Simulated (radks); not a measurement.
Trend from B to Tl: ionisation energy by Delta-SCF between NIST ground configurations, and size. All-electron calculation, scalar-relativistic Kohn-Sham, PBE, spin-unpolarised, spherical densities, point nucleus. Program: a radial shooting solver on a logarithmic mesh with Libxc functionals.

species	configuration	IE (eV)	NIST (eV)	kind	-e(HOMO) (eV)	outermost	<r> outermost (bohr)
B	[He] 2s2 2p1	8.219	8.298	exp.	3.607 (2p)	2p	2.30
Al	[Ne] 3s2 3p1	5.761	5.986	exp.	2.712 (3p)	3p	3.45
Ga	[Ar] 3d10 4s2 4p1	5.688	5.999	exp.	2.579 (4p)	4p	3.43
In	[Kr] 4d10 5s2 5p1	5.363	5.786	exp.	2.519 (5p)	5p	3.74
Tl	[Hg] 6p1	5.167	6.108	exp.	2.370 (6p)	6p	3.86

Reference values: NIST Atomic Spectra Database (measured). Spin polarisation and multiplet splitting are left out, so open shells lie too high by an amount that depends on their filling. Spin-orbit splitting is averaged out at the scalar-relativistic level. Nuclear size, the Breit interaction and QED, all absent here, shift the 1s and 2s values of heavy ions.

Beside tabulated values, note that spin-unpolarised runs miss the spin-polarisation part of the exchange energy of open shells, and scalar-relativistic runs lack spin-orbit coupling.
